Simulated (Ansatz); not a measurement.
Consider the formal hydrolysis of the Al–Se bond: `[OH][Al]([F])[SeH]` + H₂O → `[OH][Al]([OH])[F]` + H₂Se.

Calculated with Ansatz (gas phase, PBE0-D4/def2-TZVP geometries, no zero-point term in ΔE). CCSD(T)/CBS is the MP2 limit (def2-TZVPP, def2-QZVPP) plus CCSD(T) − MP2 in def2-TZVPP, frozen cores. This one scheme is used for every species. Functionals use def2-TZVPP. B3LYP here is the variant with VWN-RPA as its local correlation; programs differ in this. HSE06 is defined as in plane-wave codes. For Se outer-core shells are correlated without core-valence functions, which leaves a few kJ/mol of doubt a bond. Scalar relativity is left out up to krypton. Each species was taken in one conformer, which may not be the lowest.

`[OH][Al]([F])[SeH]`:

Z-matrix (Å, degrees):
```
Al
F 1 1.641
Se 1 2.301 2 118.9
O 1 1.680 2 117.9 3 -180.0
H 3 1.469 1 90.3 2 0.1
H 4 0.955 1 125.2 2 -179.9
```

H₂O:

Z-matrix (Å, degrees):
```
O
H 1 0.960
H 1 0.960 2 105.1
```

`[OH][Al]([OH])[F]`:

Cartesian coordinates in Å:
```
O -1.539 0.184 0.418
Al 0.103 0.091 0.075
O 0.618 -0.999 -1.094
F 1.184 1.048 0.869
H -1.900 0.781 1.070
H 1.535 -1.104 -1.338
```

H₂Se:

Cartesian coordinates in Å:
```
Se -0.357 -0.538 -0.227
H 1.061 -0.163 -0.250
H -0.704 0.701 0.477
```

```
             level  ΔE (kJ/mol)  difference from CCSD(T)/CBS
       LDA (SPW92)        -14.1                         -1.7
            PBE-D4         -9.5                          2.9
           BLYP-D4        -22.5                        -10.1
         r2SCAN-D4        -16.6                         -4.2
            B97M-V        -21.9                         -9.5
           PBE0-D4         -8.3                          4.1
          B3LYP-D4        -20.7                         -8.3
        r2SCANh-D4        -15.6                         -3.2
        r2SCAN0-D4        -14.3                         -1.9
          HSE06-D4         -7.8                          4.6
          BHLYP-D4        -19.3                         -6.9
      CAM-B3LYP-D4        -25.6                        -13.2
           ωB97X-V        -18.7                         -6.3
            B2PLYP        -22.8                        -10.4
          PBE-QIDH        -12.0                          0.4
               PBE        -11.6                          0.8
            revPBE        -11.2                          1.2
              BLYP        -26.3                        -13.9
            r2SCAN        -17.1                         -4.7
              PBE0        -10.3                          2.1
             B3LYP        -24.3                        -11.9
           r2SCAN0        -15.0                         -2.6
             HSE06         -9.9                          2.5
             BHLYP        -24.3                        -11.9
         CAM-B3LYP        -28.0                        -15.6
           LC-ωPBE        -17.5                         -5.1
RPA@PBE/def2-TZVPP        -21.5                         -9.1
      MP2/def2-SVP        -23.5                        -11.1
     CCSD/def2-SVP        -25.9                        -13.5
  CCSD(T)/def2-SVP        -24.6                        -12.2
     HF/def2-TZVPP        -23.8                        -11.4
    MP2/def2-TZVPP        -16.9                         -4.5
   CCSD/def2-TZVPP        -20.5                         -8.1
CCSD(T)/def2-TZVPP        -18.6                         -6.2
     HF/def2-QZVPP        -24.6                        -12.2
    MP2/def2-QZVPP        -13.6                         -1.2
SCS-MP2/def2-QZVPP        -18.6                         -6.2
      HF/CBS(def2)        -24.7                        -12.3
     MP2/CBS(def2)        -10.7                          1.7
    CCSD/CBS(def2)        -14.2                         -1.8
       CCSD(T)/CBS        -12.4                            0
```

**Question.** What do rigid-rotor, harmonic-oscillator terms from PBE0-D4/def2-TZVP frequencies (298.15 K, 1 bar) make of the CCSD(T)/CBS value? (An estimate is asked.)

**Answer.** Computed: ΔZPE = -6.1 kJ/mol, ΔH = -20.5 kJ/mol, ΔS = -6 J/(mol·K), ΔG = -18.6 kJ/mol.

Largest T1 diagnostic among the species: 0.012.

Leaving LDA and LC-ωPBE aside and taking each functional with its dispersion term where it has one, the values spread over 17.8 kJ/mol, from CAM-B3LYP-D4 to HSE06-D4. At CCSD(T), def2-SVP lies −12.2 kJ/mol from the extrapolated value and def2-TZVPP −6.2 kJ/mol.
